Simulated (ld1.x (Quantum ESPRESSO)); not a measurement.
# What one change does to a pseudopotential (indium, TM)

ld1.x (Quantum ESPRESSO) 7.5 input, shortened:

```
&input
   title='In', zed=49., rel=1, dft='PBE', iswitch=3,
   config='[Kr] 4d10 5s2 5p0'
 /
 &inputp
   pseudotype=2, tm=.true., lloc=0,
   nlcc=.true., new_core_ps=.true., rcore=1.15
 /
3
5P  2  1   0.00   0.00  2.70  2.70  0.0
4D  3  2  10.00   0.00  1.80  1.80  0.0
5S  1  0   2.00   0.00  2.00  2.00  0.0
 &test
   configts(1)='4d10 5s2 5p0'
 /
```

Change: core correction none.

Cutoffs: the cutoffs (Ry, on a coarse ladder) from which the occupation-weighted sum of valence levels, in a spherical-Bessel basis at the reference potential, stays within 10 and 1 mRy of its value at 400 Ry; they do not see the model core or the augmentation charge, which bear on the density cutoff. Errors are all-electron minus pseudo energies relative to the spin-unpolarised reference configuration.

Q: What does the change do?

A: The potential gets neither clearly harder nor softer (70 Ry and 110 Ry → 70 Ry and 110 Ry); of the 7 tests that both files solve, the error grows in 3 and shrinks in 3 by more than 15 % and 0.3 meV (median size 10.8 → 4.3 meV); neither file shows a bound ghost.

```csv
quantity,base,changed
"cutoff, loose",70 Ry,70 Ry
"cutoff, tight",110 Ry,110 Ry
bound ghosts,none,none
"error for 4d10 5s2 5p1, meV [ΔE -5.36 eV]",+0.8,+3.5
"error for 4d10 5s1 5p0, meV [ΔE 19.23 eV]",-11,+8.1
"error for 4d10 5s0 5p0, meV [ΔE 47.55 eV]",-56,+58
"error for 4d10 5s2 5p1.3, meV [ΔE -5.90 eV]",+0.9,+4.3
"error for 4d10 5s0 5p3, meV [ΔE 6.58 eV]",-11,+2.4
"error for 4d10 5s2 5p0.5, meV [ΔE -3.42 eV]",+0.6,+1.6
"error for 4d9 5s2 5p2, meV [ΔE 12.94 eV]",-332,-282
s: phases at 2.94 bohr within 0.05 rad from the reference energy up to (Ry; the scan ends near 5),1.5,1.5
p: phases at 2.94 bohr within 0.05 rad from the reference energy up to (Ry; the scan ends near 5),2.4,2.4
d: phases at 2.94 bohr within 0.05 rad from the reference energy up to (Ry; the scan ends near 5),-0.1,-0.1
```
